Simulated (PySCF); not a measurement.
## Fractional electron number in Cd⁺ (cadmium, charge +1)

The 5s alpha orbital of [Kr] 4d10 5s1 is emptied in steps (occupation f), with all orbitals relaxed, ending at [Kr] 4d10. Computed with PySCF 2.14 in def2-SVP with the def2 core potential (28 electrons) (5s3p2d1f, 31 functions), with scalar relativity through the core potential. The exact energy is a straight line in f; departures are measured from the line between the end points of the same method.

```csv
f,UHF (eV),LDA (eV),PBE (eV),PBE0 (eV),r2SCAN (eV),LC-wPBE (eV),BHandHLYP (eV),wB97X (eV),B3LYP (eV),BLYP (eV)
1,0.000,0.000,0.000,0.000,0.000,0.000,0.000,0.000,0.000,0.000
0.8,0.022,-0.629,-0.625,-0.454,-0.553,-0.040,-0.314,-0.084,-0.507,-0.644
0.6,0.032,-0.944,-0.941,-0.682,-0.832,-0.060,-0.473,-0.118,-0.763,-0.969
0.4,0.031,-0.943,-0.944,-0.684,-0.828,-0.061,-0.476,-0.108,-0.765,-0.972
0.2,0.021,-0.627,-0.632,-0.457,-0.551,-0.043,-0.319,-0.066,-0.511,-0.650
0,0.000,0.000,0.000,0.000,0.000,0.000,0.000,0.000,0.000,0.000
```

```csv
method,E(f=0) − E(f=1) (eV),−ε at f=1 (eV),−ε at f=0.4 (eV)
UHF,15.588,15.725,15.560
LDA,17.853,13.923,18.647
PBE,17.438,13.551,18.206
PBE0,17.092,14.262,17.654
r2SCAN,17.247,13.808,17.955
LC-wPBE,16.854,16.597,16.891
BHandHLYP,16.895,14.938,17.277
wB97X,16.707,16.160,16.847
B3LYP,17.418,14.256,18.046
BLYP,17.541,13.532,18.335
```

Orbital energy along the path (eV):

| f | UHF | LDA | PBE | PBE0 | r2SCAN | LC-wPBE | BHandHLYP | wB97X | B3LYP | BLYP |
| --- | --- | --- | --- | --- | --- | --- | --- | --- | --- | --- |
| 1 | -15.725 | -13.923 | -13.551 | -14.262 | -13.808 | -16.597 | -14.938 | -16.160 | -14.256 | -13.532 |
| 0.8 | -15.668 | -15.490 | -15.084 | -15.386 | -15.158 | -16.705 | -15.711 | -16.416 | -15.510 | -15.115 |
| 0.6 | -15.613 | -17.068 | -16.636 | -16.515 | -16.559 | -16.799 | -16.490 | -16.652 | -16.773 | -16.717 |
| 0.4 | -15.560 | -18.647 | -18.206 | -17.654 | -17.955 | -16.891 | -17.277 | -16.847 | -18.046 | -18.335 |
| 0.2 | -15.509 | -20.216 | -19.798 | -18.802 | -19.319 | -17.002 | -18.079 | -16.980 | -19.328 | -19.969 |
| 0 | -15.461 | -21.755 | -21.394 | -19.942 | -20.674 | -17.139 | -18.915 | -17.100 | -20.625 | -21.622 |

Reference removal energy between the ground levels: 16.908 eV (measured; NIST Atomic Spectra Database, ionization energies). UHF lacks correlation.
